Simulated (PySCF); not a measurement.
Compound: C4H4FNS.
Structure used (GFN2-xTB), in Å, numbered top down from 1:
```xyz
11
C4H4FNS angstrom
F     -2.1475   -0.7778   -0.8576
C     -1.7429   -0.0427    0.2250
C     -0.2635    0.1219    0.2308
C      0.6643   -0.3471   -0.6563
C      1.9562    0.0493   -0.2557
N      2.0267    0.7572    0.8374
S      0.5486    1.0062    1.4743
H     -2.2511    0.9278    0.1617
H     -2.0889   -0.5742    1.1206
H      0.4369   -0.9308   -1.5283
H      2.8667   -0.1872   -0.7779
```

Probes without a nucleus sit at each ring's centroid and 1 Å off its mean plane on both sides; NICS is minus the shielding there, NICSzz its component along the normal. Level: GIAO PBE0/pcSseg-1 (PySCF, non-relativistic, gas phase) on the GFN2-xTB geometry, one conformer.

Ring bond lengths (Å), with Mayer bond orders in brackets: C3–C4 1.367 (1.53), C4–C5 1.409 (1.24), C5–N6 1.304 (1.60), N6–S7 1.629 (1.17), S7–C3 1.729 (1.19).

**Question.** What do the NICS probes read (ppm)?

**Answer.** 
| ring | type | NICS(0) | NICS(1), two faces | NICS(1)zz, two faces | rms pucker (Å) | centre to ring atoms, mean (Å) |
| --- | --- | --- | --- | --- | --- | --- |
| C3–C4–C5–N6–S7 | 5-membered ring with N and S; formal bonds all aromatic | -12.2 | -11.5 / -11.5 | -28.6 / -28.6 | 0.00 | 1.26 |

**Question.** What can be read from them?

**Answer.** 
- C3–C4–C5–N6–S7: mean NICS(1)zz -28.6 ppm, shielded. The ring is flat and has no four-coordinate atom; by the NICS criterion it is aromatic.

**Question.** At the first NICS(1) probe listed for ring C3–C4–C5–N6–S7, 1 Å off the ring, what do the in-plane components average?

**Answer.** The isotropic value is a third of the trace: (3 × -11.5 − (-28.6))/2 = -2.9 ppm.

**Question.** How shielded are the nuclei of the rings and their hydrogens (means over atoms taken as equivalent)?

**Answer.** 
| atoms | environment | σ isotropic (ppm) |
| --- | --- | --- |
| C3 | substituted aromatic carbon | 10.0 |
| C4 | aromatic CH carbon | 63.3 |
| C5 | aromatic CH next to a ring nitrogen | 26.6 |
| N6 | pyridine-type nitrogen | -71.6 |
| S7 | ring sulfur | 132.0 |
| H10 | aromatic hydrogen | 24.26 |
| H11 | aromatic hydrogen | 23.26 |
